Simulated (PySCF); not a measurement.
## Electronic structure of N (nitrogen, neutral) at the UHF level

Configuration: [He] 2s1 2p4, high-spin 4P determinant (an excited configuration). Calculation: PySCF 2.14, in aug-cc-pCVTZ-DK with one added diffuse shell each of s, p, d, f type (8s7p5d3f, 75 functions); the spin-free X2C one-electron Hamiltonian (Gaussian nucleus).

```json
{
  "Total energy": "-54.029447 hartree",
  "One-electron energy": "-73.2927 hartree",
  "Hartree (Coulomb) energy": "25.8415 hartree",
  "Exchange energy": "-6.5783 hartree",
  "⟨S²⟩": "3.8076",
  "⟨L²⟩": "2.007",
  "Sum of ⟨r⟩": "7.619 bohr",
  "Sum of ⟨r²⟩": "13.60 bohr²",
  "Traceless quadrupole moment −½Σ⟨3z² − r²⟩ along its main axis": "-1.71 e·bohr²",
  "Langevin diamagnetic susceptibility": "-10.8 ×10⁻⁶ cm³/mol"
}
```

| shell | electrons | mean orbital energy (eV) | spread (eV) | rms radius, mean of both spins (bohr) |
| --- | --- | --- | --- | --- |
| 1s α | 1 | -428.73 | 0 | 0.265 |
| 1s β | 1 | -424.93 | 0 | 0.265 |
| 2s α | 1 | -33.290 | 0 | 1.39 |
| 2p α | 3 | -16.959 | 1.926 | 1.70 |
| 2p β | 1 | -8.206 | 0 | 1.70 |

Spin-orbit constants ζ (cm⁻¹) from the X2C one-electron operator on these orbitals: bare nucleus, nucleus screened by l(l+1)(2l+1)/3 electrons, and screened by the Breit-Pauli mean field of the electrons.

```csv
shell,bare,screened nucleus,mean field
2p,132.3,94.53,78.90
```

To first order the Landé constant is A = -26.30 cm⁻¹, so the lowest level has J = 5/2 and lies 0.00489 eV below the centre of the term. This holds in LS coupling only.
